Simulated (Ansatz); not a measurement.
`N[SiH2][GeH2][OH]` + SiH₄ → `[OH][GeH2][SiH2][SiH3]` + NH₃  (formal exchange of groups at the Si–N bond)

Gas-phase electronic energies from Ansatz, PBE0-D4/def2-TZVP geometries. CCSD(T)/CBS adds triple-zeta CCSD(T) − MP2 to the extrapolated MP2 energy (def2 sets, frozen cores). This one scheme is used for every species. DFT in def2-TZVPP. For Ge outer-core shells are correlated without core-valence functions, which leaves a few kJ/mol of doubt a bond. Scalar relativity is left out up to krypton. Each species was taken in one conformer, which may not be the lowest.

| level | ΔE (kJ/mol) |
| --- | --- |
| r2SCAN-D4 | 28.2 |
| r2SCANh-D4 | 29.3 |
| CAM-B3LYP-D4 | 44.2 |
| B2PLYP | 40.5 |
| PBE-QIDH | 32.0 |
| r2SCAN0 | 31.9 |
| CAM-B3LYP | 46.4 |
| MP2/CBS(def2) | 40.8 |

What does CCSD(T)/CBS give? (Estimate.)

Ansatz gave: +33.9 kJ/mol. The listed levels differ from it by -5.7, -4.6, 10.3, 6.6, -1.9, -2.0, 12.5, 6.9 kJ/mol.

Largest T1 diagnostic among the species: 0.013.

From r2SCAN to r2SCAN0 (25 % exact exchange), in def2-TZVPP and without D4, ΔE moves by +3.0 kJ/mol. In def2-TZVPP, CCSD(T) changes the Hartree–Fock value by −20.8 kJ/mol (the triples alone add −3.2 kJ/mol) and MP2 by −13.8 kJ/mol.

CCSD(T)/CBS has its own doubt, a few kJ/mol and more with outer-core shells, so smaller differences from it don't rank the levels.
